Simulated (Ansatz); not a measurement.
`FC(F)(F)C#Cc1ccc(C#Cc2ccc(C#Cc3ccc(C#Cc4ccc(C(F)(F)F)cc4)cc3)cc2)cc1`. Charge 0, multiplicity 1. Geometry PBE-D4/def2-SVP.

Cartesian coordinates in Å:
```
F -6.551 0.917 -14.319
C -6.786 1.964 -13.493
F -6.338 3.081 -14.113
F -8.128 2.081 -13.358
C -6.134 1.780 -12.195
C -5.587 1.619 -11.109
C -4.953 1.435 -9.848
C -3.733 2.096 -9.552
C -3.111 1.915 -8.318
C -3.686 1.068 -7.332
C -3.053 0.884 -6.075
C -2.503 0.725 -4.982
C -1.870 0.543 -3.725
C -0.621 1.160 -3.442
C 0.000 0.980 -2.209
C -0.601 0.176 -1.202
C 0.031 -0.007 0.055
C 0.581 -0.165 1.149
C 1.213 -0.347 2.406
C 0.578 -1.088 3.439
C 1.197 -1.266 4.674
C 2.481 -0.712 4.930
C 3.113 -0.893 6.188
C 3.661 -1.051 7.281
C 4.292 -1.233 8.542
C 5.609 -0.753 8.770
C 6.226 -0.935 10.009
C 5.546 -1.594 11.048
C 6.226 -1.841 12.373
F 6.743 -3.095 12.436
F 5.359 -1.721 13.408
F 7.246 -0.977 12.588
C 4.238 -2.070 10.839
C 3.617 -1.895 9.602
C 3.117 0.028 3.896
C 2.496 0.207 2.663
C -1.851 -0.440 -1.485
C -2.471 -0.262 -2.718
C -4.908 0.408 -7.633
C -5.529 0.587 -8.867
H -3.281 2.754 -10.308
H -2.166 2.431 -8.094
H -0.148 1.784 -4.213
H 0.966 1.461 -2.001
H -0.415 -1.522 3.252
H 0.696 -1.840 5.466
H 6.138 -0.235 7.957
H 7.244 -0.556 10.180
H 3.705 -2.576 11.657
H 2.595 -2.264 9.437
H 4.110 0.461 4.084
H 2.997 0.783 1.870
H -2.324 -1.064 -0.713
H -3.437 -0.744 -2.926
H -5.360 -0.251 -6.878
H -6.474 0.072 -9.091
```

Single mean-field runs in def2-SVP are fitted with def2-universal-jkfit.

Task: Estimate the orbital energies around the gap (eV) in Ansatz with PBE-D4/def2-SVP, r2SCAN-D4/def2-SVP, PBE0-D4/def2-SVP.

Result: 
| orbital | PBE-D4/def2-SVP | r2SCAN-D4/def2-SVP | PBE0-D4/def2-SVP |
| --- | --- | --- | --- |
| HOMO−9 | -6.98 | -7.27 | -8.23 |
| HOMO−8 | -6.92 | -7.25 | -8.20 |
| HOMO−7 | -6.91 | -7.21 | -8.13 |
| HOMO−6 | -6.88 | -7.20 | -8.09 |
| HOMO−5 | -6.87 | -7.15 | -8.01 |
| HOMO−4 | -6.85 | -7.15 | -7.95 |
| HOMO−3 | -6.83 | -7.13 | -7.93 |
| HOMO−2 | -6.50 | -6.77 | -7.54 |
| HOMO−1 | -5.89 | -6.12 | -6.81 |
| HOMO | -5.32 | -5.52 | -6.13 |
| LUMO | -3.32 | -3.35 | -2.77 |
| LUMO+1 | -2.81 | -2.82 | -2.19 |
| LUMO+2 | -2.12 | -2.08 | -1.38 |
| LUMO+3 | -1.74 | -1.66 | -0.87 |
| LUMO+4 | -1.70 | -1.63 | -0.84 |
| LUMO+5 | -1.62 | -1.53 | -0.72 |
